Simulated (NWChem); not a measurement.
System: CuNH$_{4}$S; SMILES [NH3]->[Cu][SH]

NWChem input:

```
start job
memory heap 200 mb stack 900 mb global 1100 mb
geometry units angstroms noautosym nocenter noautoz
  Cu    -0.035111     0.236860    -0.000285
  S     -0.079417    -1.900708    -0.000489
  H      1.269929    -2.015019     0.000134
  N     -0.043603     2.198772    -0.000329
  H     -0.993795     2.570239    -0.048457
  H      0.464049     2.589599    -0.795561
  H      0.381307     2.589607     0.842031
end
basis spherical
  * library cc-pvtz
end
dft
  xc pbe0
  iterations 150
  semidirect filesize 400000000
end
property
  efieldgrad
end
task dft property
```

Structure relaxed at the PBE0/def2-SVP level.

Vzz is the largest principal value of the second derivative of the potential at the nucleus (NWChem prints the opposite sign); η is the asymmetry. Non-relativistic.

Atoms are numbered as in the input.

Question: Predict the main results of this run. (PBE0/cc-pVTZ.) Quantities: Vzz Cu1 (a.u.); η Cu1; Vzz S2 (a.u.); η S2; Vzz N4 (a.u.); η N4.

Answer: 
| Property | Result |
|---|---|
| Vzz Cu1 (a.u.) | -0.851 |
| η Cu1 | 0.52 |
| Vzz S2 (a.u.) | 1.710 |
| η S2 | 0.79 |
| Vzz N4 (a.u.) | -0.612 |
| η N4 | 0.00 |
